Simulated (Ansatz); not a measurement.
Total energies of CH6OSi2, SMILES `O=C([SiH3])[SiH3]`.

```xyz
10

O    -0.6896   -1.1304   -1.5266
C    -0.2757   -0.4525   -0.6110
Si   -0.1789   -1.2002    1.1792
Si    0.2873    1.3773   -0.9399
H     1.2346   -1.1318    1.6377
H    -1.0032   -0.3543    2.0837
H    -0.6679   -2.5993    1.1639
H     0.1287    1.6984   -2.3782
H    -0.5413    2.2789   -0.0953
H     1.7060    1.5138   -0.5136
```

Charge 0, multiplicity 1. The structure was optimised at the PBE0-D4/def2-TZVP level. Basis def2-TZVPP, the Gaussian-basis code of Ansatz.

RPA on PBE orbitals: Hartree–Fock energy of these orbitals -694.05257 Eh, correlation -1.12200 Eh (frozen core).

```csv
functional,energy without D4 (Eh),D4 term (kJ/mol)
LDA (SPW92),-692.67666,–
PBE,-695.50263,-20.3
revPBE,-695.78749,-58.3
BLYP,-695.90661,-44.3
r2SCAN,-695.82349,-5.0
B97M-V,-695.76883,–
r2SCANh,-695.81221,-5.3
HSE06 (plane-wave form),-695.54234,-16.2
BHLYP,-695.87823,-26.2
CAM-B3LYP,-695.90568,-17.7
LC-ωPBE,-695.68341,–
ωB97X-V,-695.81272,–
ωB97M-V,-695.84673,–
PBE-QIDH,-695.37160,–
```

Problem. Give the same for PBE0, B3LYP, r2SCAN0, B2PLYP. (Estimate.)

Solution. The calculation gave: 
| functional | energy without D4 (Eh) | D4 term (kJ/mol) |
| --- | --- | --- |
| PBE0 | -695.56153 | -17.3 |
| B3LYP | -695.99266 | -32.9 |
| r2SCAN0 | -695.79654 | -5.9 |
| B2PLYP | -695.61288 | – |

B3LYP takes the VWN-RPA correlation (the form of Gaussian; ORCA's B3LYP/G). HSE06 is the plane-wave form, built on full-range PBE exchange. The double hybrids freeze the cores in their second-order part.

LC-ωPBE has ω = 0.4 bohr⁻¹.
